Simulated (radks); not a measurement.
Results of a calculation; reference values are marked as such.
Removal energies from the iodine ion I2+, [Kr] 4d10 5s2 5p3, by Delta-SCF beside the eigenvalue of the level emptied. Level of theory: scalar-relativistic Kohn-Sham, LDA (Slater exchange, Perdew-Wang correlation), spin-polarised, spherical densities, finite nucleus; Fermi nuclear charge, rms radius of each element as measured or else 0.836 A^(1/3) + 0.57 fm (a radial shooting solver on a logarithmic mesh with Libxc functionals). Open shells are filled with parallel spins first.

[
 {"removed from": "5p", "final configuration": "[Kr] 4d10 5s2 5p2", "Delta-SCF (eV)": "30.377", "-eigenvalue (eV)": "25.554"},
 {"removed from": "5s", "final configuration": "[Kr] 4d10 5s1 5p3", "Delta-SCF (eV)": "40.166", "-eigenvalue (eV)": "35.033"},
 {"removed from": "4d", "final configuration": "[Kr] 4d9 5s2 5p3", "Delta-SCF (eV)": "79.431", "-eigenvalue (eV)": "70.295"},
 {"removed from": "4p", "final configuration": "[Ar] 3d10 4s2 4p5 4d10 5s2 5p3", "Delta-SCF (eV)": "157.47", "-eigenvalue (eV)": "147.48"}
]
